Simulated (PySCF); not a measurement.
CTe₂, SMILES [Te]=C=[Te]. Geometry: B3LYP-D3(BJ)/def2-TZVP. The def2 effective core potentials stand for the cores of Te; spin–orbit coupling is left out.

Computed equilibrium geometry at B3LYP-D3(BJ)/def2-TZVP (PySCF confirms it by a frequency run) as Cartesian coordinates in Å, and its point group:
point group D∞h.
```xyz
3

C      0.0000     0.0000     0.0000
Te     0.0000     0.0000    -1.9033
Te     0.0000     0.0000     1.9033
```
